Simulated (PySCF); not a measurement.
**Atomic charges against the basis set**

Compound: C4H6BF.
Structure used (PBE0-D3(BJ)/def2-SVP), in Å, numbered top down from 1:
```xyz
12
C4H6BF angstrom
B      2.1165    0.1084    0.1725
C      0.5997    0.0553    0.0573
C     -0.3883    0.9352    0.3578
F     -0.3782    2.1483    0.8452
C     -1.5561    0.1081   -0.0457
C     -0.4655   -0.9436   -0.4128
H      2.6438    1.0973    0.6271
H      2.8039   -0.8224   -0.1819
H     -2.2443   -0.1715    0.7681
H     -2.1462    0.5058   -0.8873
H     -0.4271   -1.1940   -1.4839
H     -0.5218   -1.8746    0.1712
```

PBE0 throughout (PySCF), one geometry, spherical d and f functions. Isolated species at its PBE0-D3(BJ)/def2-SVP geometry, gas phase. Atoms taken as equivalent share a column and are averaged. The first 7 of 9 kinds of atom are listed.

Mulliken charges (e):

```json
{"basis": "STO-3G", "functions": "36", "B1": "+0.112", "C2": "-0.138", "C3": "+0.130", "F4": "-0.034", "C5": "-0.169", "C6": "-0.143", "H7/H8": "-0.054"}
{"basis": "6-31G", "functions": "66", "B1": "+0.096", "C2": "-0.025", "C3": "+0.256", "F4": "-0.266", "C5": "-0.384", "C6": "-0.394", "H7/H8": "-0.034"}
{"basis": "pcSseg-0", "functions": "66", "B1": "+0.251", "C2": "-0.297", "C3": "+0.250", "F4": "-0.318", "C5": "-0.436", "C6": "-0.544", "H7/H8": "+0.006"}
{"basis": "6-31G*", "functions": "96", "B1": "-0.043", "C2": "+0.004", "C3": "+0.358", "F4": "-0.256", "C5": "-0.429", "C6": "-0.396", "H7/H8": "-0.011"}
{"basis": "cc-pVDZ", "functions": "114", "B1": "-0.002", "C2": "-0.069", "C3": "+0.080", "F4": "-0.106", "C5": "-0.049", "C6": "-0.039", "H7/H8": "-0.032"}
{"basis": "def2-SVP", "functions": "114", "B1": "+0.003", "C2": "-0.201", "C3": "+0.194", "F4": "-0.153", "C5": "-0.063", "C6": "+0.014", "H7/H8": "-0.028"}
{"basis": "aug-cc-pVDZ", "functions": "192", "B1": "-1.618", "C2": "+0.090", "C3": "+0.468", "F4": "-0.539", "C5": "+0.599", "C6": "+0.876", "H7/H8": "+0.614"}
{"basis": "6-311+G(2d,p)", "functions": "198", "B1": "-0.156", "C2": "+0.852", "C3": "-0.188", "F4": "-0.286", "C5": "-0.096", "C6": "-0.692", "H7/H8": "-0.003"}
{"basis": "def2-TZVP", "functions": "222", "B1": "-0.088", "C2": "-0.120", "C3": "+0.194", "F4": "-0.150", "C5": "-0.178", "C6": "-0.148", "H7/H8": "+0.014"}
{"basis": "cc-pVTZ", "functions": "264", "B1": "-0.080", "C2": "-0.161", "C3": "+0.237", "F4": "-0.108", "C5": "-0.187", "C6": "-0.123", "H7/H8": "+0.009"}
{"basis": "IGLO-III", "functions": "270", "B1": "+0.148", "C2": "-0.265", "C3": "+0.359", "F4": "-0.216", "C5": "-0.267", "C6": "-0.118", "H7/H8": "-0.051"}
```

IAO charges (e):

```tsv
basis	functions	B1	C2	C3	F4	C5	C6	H7/H8
STO-3G	36	+0.029	-0.200	+0.195	-0.045	-0.285	-0.239	-0.005
6-31G	66	-0.023	-0.178	+0.324	-0.208	-0.309	-0.257	+0.013
pcSseg-0	66	-0.028	-0.184	+0.322	-0.192	-0.317	-0.262	+0.013
6-31G*	96	-0.008	-0.199	+0.364	-0.216	-0.297	-0.240	+0.005
cc-pVDZ	114	-0.029	-0.194	+0.365	-0.216	-0.297	-0.241	+0.011
def2-SVP	114	-0.019	-0.194	+0.363	-0.216	-0.293	-0.233	+0.007
aug-cc-pVDZ	192	-0.026	-0.194	+0.367	-0.229	-0.300	-0.245	+0.012
6-311+G(2d,p)	198	-0.024	-0.196	+0.368	-0.230	-0.301	-0.246	+0.011
def2-TZVP	222	-0.025	-0.198	+0.373	-0.229	-0.302	-0.246	+0.011
cc-pVTZ	264	-0.026	-0.198	+0.373	-0.227	-0.303	-0.247	+0.011
IGLO-III	270	-0.025	-0.197	+0.370	-0.230	-0.302	-0.247	+0.012
```

Some averages cover members that differ in this geometry, most widely: H7/H8, Mulliken in aug-cc-pVDZ +0.582 to +0.646 e.

**Question.** Which scheme is steadiest as the basis changes?

**Answer.** Largest range over the bases for any column: IAO 0.18 e, Mulliken 1.87 e. IAO charges move least and Mulliken charges most, counted in e. Without the minimal STO-3G basis the ranges are IAO 0.05, Mulliken 1.87 e.

**Question.** How much do the charges still move between the two largest bases, cc-pVTZ and IGLO-III?

**Answer.** At most, over all atoms: Mulliken 0.228 e, IAO 0.004 e.

**Question.** What do the same runs give for the total energy, the frontier levels and the dipole moment?

**Answer.** 
```tsv
basis	energy (Eh)	HOMO (eV)	LUMO (eV)	μ (D)
STO-3G	-276.7488	-5.17	0.94	2.20
6-31G	-280.2630	-7.47	-1.75	2.44
pcSseg-0	-279.6941	-7.80	-2.05	2.41
6-31G*	-280.3331	-7.33	-1.64	2.28
cc-pVDZ	-280.3537	-7.47	-1.85	2.27
def2-SVP	-280.1311	-7.56	-1.91	2.29
aug-cc-pVDZ	-280.3693	-7.59	-2.01	2.29
6-311+G(2d,p)	-280.4182	-7.61	-2.02	2.30
def2-TZVP	-280.4430	-7.59	-1.98	2.29
cc-pVTZ	-280.4337	-7.57	-1.96	2.29
IGLO-III	-280.4488	-7.60	-2.01	2.29
```

The dipole is fixed by the density alone, so its range of 0.24 D shows that the density itself changes with the basis, not only its division among atoms.
